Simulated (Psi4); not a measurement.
Two rigid molecules brought together: HCl ··· BF3 (SMILES Cl and FB(F)F), singlet. Monomers: optimised at B3LYP-D3(BJ) (def2-TZVP), held rigid. Orientation: a random orientation, not optimised. R is the distance of the centres of mass, along which the second monomer moves.

Geometry at R = 4.17 Å (first 2 atoms: monomer A):
```
6

Cl     0.6410     0.0000     0.0000
H     -0.6410     0.0000     0.0000
F      3.3612     1.8940     0.0748
B      3.3923     3.0608    -0.5323
F      2.4098     3.9180    -0.3585
F      4.4057     3.3711    -1.3120
```

Levels: PBE/def2-TZVP, counterpoise-corrected (Psi4); PBE-D3(BJ)/def2-TZVP, counterpoise-corrected (Psi4); SAPT0/jun-cc-pVDZ, frozen core (Psi4).

Interaction energies in kJ/mol; the last columns give the difference from SAPT0:

| R / Å | PBE/def2-TZVP | PBE-D3(BJ)/def2-TZVP | SAPT0/jun-cc-pVDZ | PBE/def2-TZVP − SAPT0/jun-cc-pVDZ | PBE-D3(BJ)/def2-TZVP − SAPT0/jun-cc-pVDZ |
|---|---|---|---|---|---|
| 3.60 | 6.32 | 3.71 | 6.21 | 0.11 | -2.49 |
| 3.81 | 1.70 | -0.52 | 1.69 | 0.00 | -2.21 |
| 3.96 | 0.16 | -1.79 | 0.23 | -0.06 | -2.02 |
| 4.17 | -0.74 | -2.35 | -0.65 | -0.09 | -1.70 |
| 4.37 | -0.94 | -2.26 | -0.86 | -0.07 | -1.39 |
| 4.56 | -0.88 | -1.96 | -0.84 | -0.04 | -1.12 |
| 4.85 | -0.66 | -1.44 | -0.67 | 0.01 | -0.78 |
| 5.18 | -0.41 | -0.95 | -0.46 | 0.05 | -0.49 |
| 5.69 | -0.16 | -0.47 | -0.24 | 0.08 | -0.23 |
| 6.33 | -0.04 | -0.20 | -0.11 | 0.07 | -0.09 |
| 7.35 | 0.00 | -0.06 | -0.03 | 0.03 | -0.03 |
| 8.67 | 0.00 | -0.02 | 0.00 | 0.01 | -0.01 |

PBE/def2-TZVP is furthest from SAPT0/jun-cc-pVDZ at 3.60 (0.11 kJ/mol, above); its mean absolute difference over the points is 0.05 kJ/mol.

PBE-D3(BJ)/def2-TZVP is furthest from SAPT0/jun-cc-pVDZ at 3.60 (-2.49 kJ/mol, below); its mean absolute difference over the points is 1.05 kJ/mol.
